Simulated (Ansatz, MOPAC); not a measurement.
Species: GeSiH3 (charge 0, doublet). SMILES: [GeH]=[SiH2]

Atoms: Si1, Ge2, H3, H4, H5. Bonds: Si1-Ge2, Si1-H3, Si1-H4, Ge2-H5.

Bond lengths (Å) and angles (degrees) optimised at PM3 with MOPAC; PBE/6-31G* with LANL2DZ past Ar with Ansatz (a first-principles code); MP2/6-31G* with LANL2DZ past Ar with Ansatz, each started from the B3LYP-D3(BJ)/def2-TZVP structure (Ansatz) of the last column. A row stands for all coordinates that are equal there; 6 of 7 kinds are shown. 6-31G* holds six Cartesian d functions. No wavenumbers were computed at PBE/6-31G* with LANL2DZ past Ar, MP2/6-31G* with LANL2DZ past Ar, so these may be saddle points.

```tsv
coordinate	PM3	PBE/6-31G* with LANL2DZ past Ar	MP2/6-31G* with LANL2DZ past Ar	B3LYP-D3(BJ)/def2-TZVP
Si1-Ge2	1.875	2.420	2.392	2.370
Si1-H3	1.482	1.507 to 1.510	1.488	1.488
Ge2-H5	1.483	1.637	1.614	1.599
Ge2-Si1-H3	124.3	131.8	130.6	129.9
Ge2-Si1-H4	124.3	121.6	120.9	123.3
Si1-Ge2-H5	179.9	88.2	90.1	87.1
```

A range marks coordinates that this level makes unequal.

Mean signed difference of all 4 bond lengths from B3LYP-D3(BJ)/def2-TZVP: PM3 -0.156 Å, PBE/6-31G* with LANL2DZ past Ar 0.032 Å, MP2/6-31G* with LANL2DZ past Ar 0.009 Å.
